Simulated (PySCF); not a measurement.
# How methods differ on the excitation energy of N(2+)

N(2+) [He] 2s2 2p1 (2P) → N(2+) [He] 2s2 3s1 (2S), as a difference of total energies. Computed with PySCF 2.14 in aug-cc-pCVQZ-DK (9s8p6d4f2g, 109 functions), with the spin-free X2C one-electron Hamiltonian (Gaussian nucleus). Correlated levels: valence: 1s2 frozen; valence and next inner shell: nothing frozen. The calculations carry no spin-orbit coupling.

```
                                method  excitation energy (eV)
                                   UHF                  27.656
                                   LDA                  27.651
                                   PBE                  27.741
                                  PBE0                  27.816
                                r2SCAN                  28.306
                                 wB97X                  27.971
                                  MN15                  27.558
                                 TPSSh                  28.102
                         MP2 (valence)                  27.488
                     SCS-MP2 (valence)                  27.463
    MP2 (valence and next inner shell)                  27.546
SCS-MP2 (valence and next inner shell)                  27.504
```

**Question.** How much does correlation contribute at MP2 (valence and next inner shell)?

**Answer.** 27.546 − (27.656) = -0.110 eV, measured against UHF.

A first-order spin-orbit estimate (lowest level to lowest level, LS coupling) adds 0.014 eV.

The promoted electron is Rydberg-like, and one or two diffuse shells describe it only roughly, which tends to raise the upper state.
